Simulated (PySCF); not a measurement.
## Spinor energies of Pt⁷⁰⁺ (platinum, charge +70)

Start: [He] 2s2 2p4; 2p1/2 filled at m_j = -1/2, +1/2; 2p3/2 filled at m_j = +1/2, +3/2. Calculated with PySCF 2.14 in an even-tempered Gaussian basis (16 s from 57 bohr⁻², ratio 2.4; 13 p from 74 bohr⁻², ratio 2.4; 5 d from 250 bohr⁻², ratio 2.6; 4 f from 380 bohr⁻², ratio 2.6): generalised Hartree-Fock with the X2C-1e Hamiltonian and a Gaussian nucleus; one run each with spin-orbit coupling (SO) switched off, then screened by Boettger's factors.

| spinor shell | electrons | ε, spin-free (eV) | ε, screened SO (eV) | weight of nominal j (screened SO) | rms radius, screened SO (bohr) |
| --- | --- | --- | --- | --- | --- |
| 1s1/2 | 2 | -86129.5 | -86074.2 | 1.000 | 0.0193 |
| 2s1/2 | 2 | -20533.7 | -20517.4 | 1.000 | 0.0762 |
| 2p1/2 | 2 | -18822.4 | -20108.2 | 1.000 | 0.0642 |
| 2p3/2 | 2 | -18822.4 | -18296.8 | 1.000 | 0.0714 |

```csv
quantity,spin-free,screened SO
E (hartree),-11085.38855,-11143.74547
M_J,2,2
⟨J²⟩,6.000,6.000
⟨L²⟩,2.000,3.312
⟨S²⟩,2.000,1.376
```

Each row is a mean over spinors that exchange with the open shell spreads, by up to 94.012 eV (2s1/2).

Breit and QED terms are absent; they matter most for the inner s and p1/2 levels.

Densities and radii are taken from the X2C orbitals without a picture-change correction, which distorts them close to the nucleus.

Without spin-orbit coupling the j labels of p, d and f shells carry no meaning; the spin-free column gives the mean over the occupied spinors of each nl shell.
